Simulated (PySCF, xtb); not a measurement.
Ge(SH)(SiH3) (GeH₄SSi), SMILES [SiH3][Ge][SH] (connectivity only; charge and spin as stated), neutral, multiplicity 1.

GFN2-xTB run with xtb 6.7.1 at its own geometry gives an orbital gap of 1.84 eV and a dipole moment of 2.94 D.

The structure is a stationary point at r2SCAN-D4/def2-SVP. The values are those of a single conformer.

Q: What does r2SCAN/def2-TZVPD (PySCF) give? (The exact figures need the calculation; the answer reports its results.)

A: gap 2.34 eV (levels -5.86 and -3.52 eV), dipole 1.08 D.
